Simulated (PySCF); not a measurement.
P$_{2}$, triplet, geometry from GFN2-xTB (a higher spin typed on purpose: for a closed-shell molecule this is an excited state); BHANDHLYP/6-31G** run with PySCF.

The PySCF input:
```python
from pyscf import gto, scf, dft

mol = gto.M(
    atom='''
P    -0.00000000   -0.00000000   -1.02175380
P     0.00000000    0.00000000    1.02175380
''',
    basis='6-31g**',
    spin=2,
    verbose=4,
)

mf = dft.UKS(mol)
mf.xc = 'bhandhlyp'
mf.grids.atom_grid = (99, 590)
mf.grids.prune = None
mf.kernel()
```

What the program printed (banner, timings and long lists left out):

```
PySCF version 2.14.0

[INPUT] verbose = 4
[INPUT] num. atoms = 2
[INPUT] num. electrons = 30
[INPUT] charge = 0
[INPUT] spin (= nelec alpha-beta = 2S) = 2
[INPUT] symmetry False subgroup None
[INPUT] Mole.unit = angstrom
[INPUT] Symbol           X                Y                Z      unit          X                Y                Z       unit  Magmom
[INPUT]  1 P      0.000000000000   0.000000000000  -1.021753800000 AA    0.000000000000   0.000000000000  -1.930834848734 Bohr   0.0
[INPUT]  2 P      0.000000000000   0.000000000000   1.021753800000 AA    0.000000000000   0.000000000000   1.930834848734 Bohr   0.0

nuclear repulsion = 58.2649521132195
number of shells = 16
number of NR pGTOs = 102
number of NR cGTOs = 36
basis = 6-31g**
ecp = {}

******** <class 'pyscf.dft.uks.UKS'> ********
method = UKS
initial guess = minao
damping factor = 0
level_shift factor = 0
DIIS = <class 'pyscf.scf.diis.CDIIS'>
diis_start_cycle = 1
diis_space = 8
diis_damp = 0
SCF conv_tol = 1e-09
SCF conv_tol_grad = None
SCF max_cycles = 50
direct_scf = True
direct_scf_tol = 1e-13
number electrons alpha = 16  beta = 14
XC library pyscf.dft.libxc version 7.1.2
    S. Lehtola, C. Steigemann, M. J. T. Oliveira, and M. A. L. Marques,  SoftwareX 7, 1–5 (2018)
XC functionals = bhandhlyp
    A. D. Becke,  J. Chem. Phys. 98, 1372 (1993)
    Defined through Gaussian implementation.
radial grids:
    Treutler-Ahlrichs [JCP 102, 346 (1995); DOI:10.1063/1.469408] (M4) radial grids

becke partition: Becke, JCP 88, 2547 (1988); DOI:10.1063/1.454033
pruning grids: None
grids dens level: 3
symmetrized grids: False
atomic radii adjust function: <function treutler_atomic_radii_adjust>
User specified grid scheme (99, 590)
small_rho_cutoff = 0
Set gradient conv threshold to 3.16228e-05
tot grids = 116824
init E= -682.540723298637

cycle= 1 E= -682.551789048445  delta_E= -0.0111  |g|= 0.0817  |ddm|= 1.38
cycle= 2 E= -682.559272348254  delta_E= -0.00748  |g|= 0.0327  |ddm|= 0.214
cycle= 3 E= -682.560612468313  delta_E= -0.00134  |g|= 0.0117  |ddm|= 0.0753
cycle= 4 E= -682.56113900527  delta_E= -0.000527  |g|= 0.00453  |ddm|= 0.0534
cycle= 5 E= -682.561392408649  delta_E= -0.000253  |g|= 0.00242  |ddm|= 0.045
cycle= 6 E= -682.561492097613  delta_E= -9.97e-05  |g|= 0.000677  |ddm|= 0.0405
cycle= 7 E= -682.561498211131  delta_E= -6.11e-06  |g|= 9.92e-05  |ddm|= 0.0117
cycle= 8 E= -682.561498260776  delta_E= -4.96e-08  |g|= 1.56e-05  |ddm|= 0.000978
cycle= 9 E= -682.561498261285  delta_E= -5.1e-10  |g|= 2.24e-06  |ddm|= 8.52e-05
Extra cycle  E= -682.561498261295  delta_E= -9.21e-12  |g|= 8.33e-07  |ddm|= 6.97e-06
converged SCF energy = -682.561498261295  <S^2> = 2.0079533  2S+1 = 3.0052975
```
